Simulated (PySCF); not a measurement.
C2H4ClFOSi, SMILES CC(=O)[Si@@H](F)Cl. The structure is a stationary point at PBE-D3(BJ)/def2-SVP. The structure was generated by enumeration; whether it is a known compound was not checked. Other conformers were not sampled.

### Question
Give the equilibrium geometry at PBE-D3(BJ)/def2-SVP (PySCF confirms it by a frequency run) as bond lengths and angles. (An estimate is asked for; the answer gives what the named calculation found.)

### Answer
This is not unique; one that fits is 
Atoms: C1 C2 O3 Si4 F5 Cl6 H7 H8 H9 H10. Bond lengths (Å): C1–C2 1.508, C1–H7 1.112, C1–H8 1.107, C1–H9 1.111, C2–O3 1.223, C2–Si4 1.938, Si4–F5 1.639, Si4–Cl6 2.074, Si4–H10 1.492. Bond angles (°): C2–C1–H7 108.9, C2–C1–H8 110.7, C2–C1–H9 109.8, H7–C1–H8 110.2, H7–C1–H9 106.2, H8–C1–H9 110.8, C1–C2–O3 124.2, C1–C2–Si4 119.4, O3–C2–Si4 116.4, C2–Si4–F5 110.5, C2–Si4–Cl6 107.3, C2–Si4–H10 111.7, F5–Si4–Cl6 108.0, F5–Si4–H10 109.2, Cl6–Si4–H10 110.1.
